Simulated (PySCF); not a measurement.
H₃InSe₂ (SMILES [SeH][InH][SeH]), singlet, at a GFN2-xTB geometry (such geometries of metal compounds can be far from the true shape) (core potentials on In); DF-PBE/def2-QZVPPD in PySCF.

Here is a job for PySCF.
```python
from pyscf import gto, scf, dft

mol = gto.M(
    atom='''
In   -0.462177   -0.450168    0.241914
H    -1.632718   -1.590292    0.854601
Se    1.722051   -0.138020    1.460866
H     1.376327   -1.110843    2.469540
Se   -0.981531    0.859297   -1.848470
H    -2.274580    0.235930   -1.999374
''',
    basis='def2-qzvppd',
    ecp={'In': 'def2-qzvppd'},
    charge=0,
    spin=0,
    verbose=4,
    max_memory=1800,
)

mf = dft.RKS(mol)
mf.xc = 'pbe'
mf = mf.density_fit(auxbasis='def2-universal-jkfit')
mf.kernel()
```

Question: Predict the main parts of the log of this PySCF run.

Answer: 
```
PySCF version 2.14.0

[INPUT] verbose = 4
[INPUT] num. atoms = 6
[INPUT] num. electrons = 92
[INPUT] charge = 0
[INPUT] spin (= nelec alpha-beta = 2S) = 0
[INPUT] symmetry False subgroup None
[INPUT] Mole.unit = angstrom
[INPUT] Symbol           X                Y                Z      unit          X                Y                Z       unit  Magmom
[INPUT]  1 In    -0.462177000000  -0.450168000000   0.241914000000 AA   -0.873387951073  -0.850694230043   0.457151205698 Bohr   0.0
[INPUT]  2 H     -1.632718000000  -1.590292000000   0.854601000000 AA   -3.085389858648  -3.005216338087   1.614961835779 Bohr   0.0
[INPUT]  3 Se     1.722051000000  -0.138020000000   1.460866000000 AA    3.254204762533  -0.260819999712   2.760636644689 Bohr   0.0
[INPUT]  4 H      1.376327000000  -1.110843000000   2.469540000000 AA    2.600881087844  -2.099189037390   4.666754253658 Bohr   0.0
[INPUT]  5 Se    -0.981531000000   0.859297000000  -1.848470000000 AA   -1.854824772770   1.623835989660  -3.493102049475 Bohr   0.0
[INPUT]  6 H     -2.274580000000   0.235930000000  -1.999374000000 AA   -4.298333248413   0.445843084569  -3.778269280576 Bohr   0.0

nuclear repulsion = 494.880826258301
number of shells = 117
number of NR pGTOs = 625
number of NR cGTOs = 383
basis = def2-qzvppd
ecp = {'In': 'def2-qzvppd'}

******** <class 'pyscf.df.df_jk.DFRKS'> ********
method = DFRKS
initial guess = minao
damping factor = 0
level_shift factor = 0
DIIS = <class 'pyscf.scf.diis.CDIIS'>
diis_start_cycle = 1
diis_space = 8
diis_damp = 0
SCF conv_tol = 1e-09
SCF conv_tol_grad = None
SCF max_cycles = 50
direct_scf = False
XC library pyscf.dft.libxc version 7.1.2
    S. Lehtola, C. Steigemann, M. J. T. Oliveira, and M. A. L. Marques,  SoftwareX 7, 1–5 (2018)
XC functionals = pbe
    J. P. Perdew, K. Burke, and M. Ernzerhof,  Phys. Rev. Lett. 77, 3865 (1996)
    J. P. Perdew, K. Burke, and M. Ernzerhof,  Phys. Rev. Lett. 78, 1396 (1997)
    J. P. Perdew, K. Burke, and M. Ernzerhof,  Phys. Rev. Lett. 77, 3865 (1996)
    J. P. Perdew, K. Burke, and M. Ernzerhof,  Phys. Rev. Lett. 78, 1396 (1997)
radial grids:
    Treutler-Ahlrichs [JCP 102, 346 (1995); DOI:10.1063/1.469408] (M4) radial grids

becke partition: Becke, JCP 88, 2547 (1988); DOI:10.1063/1.454033
pruning grids: <function nwchem_prune>
grids dens level: 3
symmetrized grids: False
atomic radii adjust function: <function treutler_atomic_radii_adjust>
small_rho_cutoff = 0
Set gradient conv threshold to 3.16228e-05
Initial guess from minao.
tot grids = 92152
init E= -4955.44651105094
  HOMO = -0.489740765616734  LUMO = -0.442275769867709  gap/eV = 1.29159
cycle= 1 E= -4992.10188538979  delta_E= -36.7  |g|= 3.85  |ddm|= 32.5
  HOMO = 0.0113646326178628  LUMO = 0.0176577809314462  gap/eV = 0.17125
cycle= 2 E= -4941.27782815973  delta_E= 50.8  |g|= 8.18  |ddm|= 35.4
  HOMO = -0.383051399979071  LUMO = -0.367905389662396  gap/eV = 0.41214
cycle= 3 E= -4989.80913383236  delta_E= -48.5  |g|= 4.03  |ddm|= 35.5
  HOMO = -0.392532070829575  LUMO = -0.3466460507864  gap/eV = 1.24862
cycle= 4 E= -4992.44595239704  delta_E= -2.64  |g|= 2.83  |ddm|= 1.68
  HOMO = -0.24934066812354  LUMO = -0.212603264656494  gap/eV = 0.99968
cycle= 5 E= -4992.80668729858  delta_E= -0.361  |g|= 2.43  |ddm|=  1.9
  HOMO = -0.325653247326025  LUMO = -0.216601534469117  gap/eV = 2.96745
cycle= 6 E= -4994.05263002627  delta_E= -1.25  |g|= 1.46  |ddm|= 1.82
  HOMO = -0.237466752290985  LUMO = -0.150356023486683  gap/eV = 2.37040
cycle= 7 E= -4994.27869370532  delta_E= -0.226  |g|= 0.931  |ddm|= 0.909
  HOMO = -0.239412695191078  LUMO = -0.117511628788718  gap/eV = 3.31710
cycle= 8 E= -4994.46642578781  delta_E= -0.188  |g|= 0.346  |ddm|= 0.674
  HOMO = -0.225925313193739  LUMO = -0.087297157064722  gap/eV = 3.77226
cycle= 9 E= -4994.49659804128  delta_E= -0.0302  |g|= 0.0874  |ddm|= 0.337
  HOMO = -0.219009621677316  LUMO = -0.0838822810647935  gap/eV = 3.67700
cycle= 10 E= -4994.49808838007  delta_E= -0.00149  |g|= 0.0231  |ddm|= 0.0914
  HOMO = -0.221792923022071  LUMO = -0.0850728998624021  gap/eV = 3.72034
cycle= 11 E= -4994.49822957115  delta_E= -0.000141  |g|= 0.0122  |ddm|= 0.0313
  HOMO = -0.221560306389936  LUMO = -0.0851158735277571  gap/eV = 3.71284
cycle= 12 E= -4994.49825323569  delta_E= -2.37e-05  |g|= 0.00252  |ddm|= 0.0088
  HOMO = -0.221399705267565  LUMO = -0.0850456322545682  gap/eV = 3.71038
cycle= 13 E= -4994.49825470351  delta_E= -1.47e-06  |g|= 0.00113  |ddm|= 0.00299
  HOMO = -0.221362710902124  LUMO = -0.0850174759674736  gap/eV = 3.71014
cycle= 14 E= -4994.49825496668  delta_E= -2.63e-07  |g|= 0.000125  |ddm|= 0.000967
  HOMO = -0.221370694678172  LUMO = -0.0850238130638248  gap/eV = 3.71019
cycle= 15 E= -4994.49825497037  delta_E= -3.69e-09  |g|= 3.41e-05  |ddm|= 0.00014
  HOMO = -0.22137098691844  LUMO = -0.0850236550833545  gap/eV = 3.71020
cycle= 16 E= -4994.49825497069  delta_E= -3.22e-10  |g|= 8.88e-06  |ddm|= 3.71e-05
  HOMO = -0.221370655242729  LUMO = -0.0850240890768375  gap/eV = 3.71018
Extra cycle  E= -4994.49825497065  delta_E= 4e-11  |g|= 1.52e-05  |ddm|= 1.79e-05
converged SCF energy = -4994.49825497065
```
